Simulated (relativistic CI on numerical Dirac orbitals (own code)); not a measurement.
Computed by Dirac-Coulomb-Breit CI, orbitals from a KLI potential per configuration, a model potential for QED, unscaled Slater integrals (own radial code, finite nucleus).

The strongest absorption lines from the ground level of an ion, among the configurations computed and to levels below about 12400 eV (vacuum wavelength in nm, gf): 0.10027 (0.24), 0.12878 (0.24), 0.12887 (0.32), 0.12932 (0.14), 0.13075 (1.1), 0.13349 (0.42), 0.92374 (0.3), 0.92520 (0.17).

(1) Which ion is it?
A. W⁶⁹⁺
B. Au⁷⁴⁺
C. Pr⁵⁴⁺
D. Tm⁶⁴⁺

Answers

(1) D. Tm⁶⁴⁺ has 5 electrons and the ground level 2s2.2p 2P°_1/2; the strongest line goes to 2s2.3d 2D_3/2. The pattern of lines fixes the number of electrons, and along that sequence the line energies rise steadily with the charge (about as its square where n changes within one kind of shell, about linearly where n is kept but much faster in heavy ions where fine structure, which grows about as Z⁴, sets the gap, and irregularly where shells cross), which fixes Z. Configurations outside the model, such as inner-shell arrays, can give stronger lines. At this charge energies of transitions that change n are usually good to better than 1 %, and those within a shell (Δn = 0) to a few per cent.

LS names give the leading component of a level, which can be under half, so a name can repeat, a term be missing and a line seem to break the LS rules.
